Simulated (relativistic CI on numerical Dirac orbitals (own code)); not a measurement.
d1 to d9 in one octahedral field

Computed with a parametric ligand-field model without spin-orbit coupling, by exact diagonalisation: B = 440, C = 1740, 10Dq = 27200 cm⁻¹ (Oh; |10Dq|/B = 61.8) for every shell. Energies in cm⁻¹; the field energy is (0.6 n_e − 0.4 n_t2) × 10Dq of the ground term; g labels are left out. So small a B with so large a field is typical of 4d and 5d ions, where spin-orbit coupling, left out here, reaches 1,000 to 4,000 cm⁻¹.

```
Shell  Ground term  Electrons in e  Field energy  First spin-allowed bands  Lowest term of other spin
   d1          2T2           0.000        -10880                  2E 27200                           
   d2          3T1           0.007        -21569      3T2 26102, 3T1 31604                   1T2 6256
   d3          4A2           0.000        -32640      4T2 27200, 4T1 32184                    2E 8749
   d4          3T1           0.011        -43225       3E 25446, 3T1 25868                   1T2 5424
   d5            ?               ?             ?                         ?                          ?
   d6          1A1           0.016        -64848      1T1 25868, 1T2 32278                  3T1 22204
   d7           2E           1.010        -48681      2T1 25771, 2T2 26209                  4T1 18601
   d8          3A2           2.000        -32640      3T2 27200, 3T1 32184                    1E 6958
   d9           2E           3.000        -16320                 2T2 27200
```

Task: Fill in the row of d5.

Result: Ground term: 2T2; Electrons in e: 0.021; Field energy: -53825; First spin-allowed bands: 2A2 24764, 2T1 24924; Lowest term of other spin: 4T1 18642. Low spin: d4, d5, d6, d7; the other shells keep the spin of the free ion. Only d4 to d7 can choose; the field needed to pair spins is smallest for d6 and largest for d5, which loses most exchange energy. In the strong-field picture 10Dq must exceed about 6B + 5C = 11340 (d4), 7.5B + 5C = 12000 (d5), 2.5B + 4C = 8060 (d6) and 4B + 4C = 8720 (d7); mixing of terms shifts these bounds somewhat.
